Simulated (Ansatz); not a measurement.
Input for Ansatz (an electronic-structure program): R-wB97M-V/def2-TZVPP on GeH4Se2 (SMILES [GeH3][Se][SeH]), a point of a torsion scan.

Ansatz 0.2 input:
```yaml
crystal:
  periodic: [false, false, false]
  atoms:
    - {symbol: Ge, position_ang: [1.01721823, -0.09704132, 0.02449825]}
    - {symbol: Se, position_ang: [-0.44079822, 1.69241238, -0.35928456]}
    - {symbol: Se, position_ang: [-2.43509217, 0.58502961, 0.16443461]}
    - {symbol: H, position_ang: [0.69030609, -1.26598199, -0.85969074]}
    - {symbol: H, position_ang: [2.39328776, 0.40918333, -0.27818347]}
    - {symbol: H, position_ang: [0.95302273, -0.55191246, 1.45507570]}
    - {symbol: H, position_ang: [-3.22247147, 1.38279920, -0.75287215]}
basis:
  gaussian:
    orbitals: def2-TZVPP
hamiltonian:
  xc: {name: wB97M-V}
scf: {lower_state_search: off}
```

The log:

```
WARN ansatz: RAYON_NUM_THREADS=1 ignored (pool sized by the plan → 1); use --threads N
Functional definition: wB97M-V
these checks for a lower state are left out or cut short: stability, starts, cluster_reference, orbital_swaps, neighbouring_geometries, increment
integrals: 0.20 GiB planned
1412 factors; their error is unknown
integrals: 0.24 GiB planned
262 factors; integrals over basis functions are off by at most 2.4e-5 eV
mean field: 1.78 GiB planned
mean field evaluation 1: about -187271.3488 eV, gradient 1.9e1 eV
mean field evaluation 2: about -187271.7042 eV, gradient 1.6e1 eV
mean field evaluation 4: about -187271.9029 eV, gradient 5.7e-1 eV
mean field evaluation 8: about -187272.5365 eV, gradient 4.0e-1 eV
mean field evaluation 16: about -187272.5366 eV, gradient 1.4e-4 eV
mean field -187272.53664829 eV, -6882.1387839401 hartree, gradient 9.0e-7 eV, S^2 0.000000; 0 other end points of the search recorded, 0 dependent functions left out
reference -187272.53669326 eV, -6882.1387855929 hartree; 52, 52 occupied and 148, 148 virtual orbitals, 1412 factors
Total energy: -187272.53669326 eV, -6882.1387855929 hartree
Checks for a lower state left out: stability, starts, cluster_reference, orbital_swaps, neighbouring_geometries, increment
```

The calculation finished and met its thresholds.

Cost: around 12 core-seconds (rough).
